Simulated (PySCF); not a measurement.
All of these have the formula C4H9O2PSi. Computed with TDDFT B3LYP/def2-SVPD, vertical, gas phase, core orbitals frozen in the response in PySCF. Geometries: GFN2-xTB; one conformer of each isolated species. Triplets are in the Tamm–Dancoff approximation. 'Strongest' means the level of largest summed f among the lowest 8 singlets; it needn't be the same kind of state in each.

Question: Rank by computed lowest singlet excitation energy, lowest first.
A. `O=CO[Si@H](P)C1CC1`
B. `CC(/C=C/O[SiH2]P)=O`
C. `C[C@@H]([SiH2]P)C(=O)C=O`
D. `CC(=O)/C=C\O[SiH2]P`

Answer: C (2.67 eV), D (3.64 eV), B (3.86 eV), A (5.42 eV).

```json
{"SMILES": "C[C@@H]([SiH2]P)C(=O)C=O", "S1 (eV)": "2.67", "HOMO (eV)": "-7.16", "f (strongest)": "0.07", "LUMO (eV)": "-3.00", "gap (eV)": "4.16", "first f ≥ 0.01 (nm)": "247", "S1 mainly": "H→L (93%)"}
{"SMILES": "CC(=O)/C=C\\O[SiH2]P", "S1 (eV)": "3.64", "HOMO (eV)": "-6.60", "f (strongest)": "0.40", "LUMO (eV)": "-1.44", "gap (eV)": "5.16", "first f ≥ 0.01 (nm)": "230", "S1 mainly": "H→L (98%)"}
{"SMILES": "CC(=O)/C=C/O[SiH2]P", "S1 (eV)": "3.86", "HOMO (eV)": "-6.97", "f (strongest)": "0.41", "LUMO (eV)": "-1.58", "gap (eV)": "5.39", "first f ≥ 0.01 (nm)": "230", "S1 mainly": "H→L (98%)"}
{"SMILES": "O=CO[Si@H](P)C1CC1", "S1 (eV)": "5.42", "HOMO (eV)": "-7.05", "f (strongest)": "0.13", "LUMO (eV)": "-0.56", "gap (eV)": "6.49", "first f ≥ 0.01 (nm)": "203", "S1 mainly": "H→L (77%)"}
```

H and L stand for HOMO and LUMO.
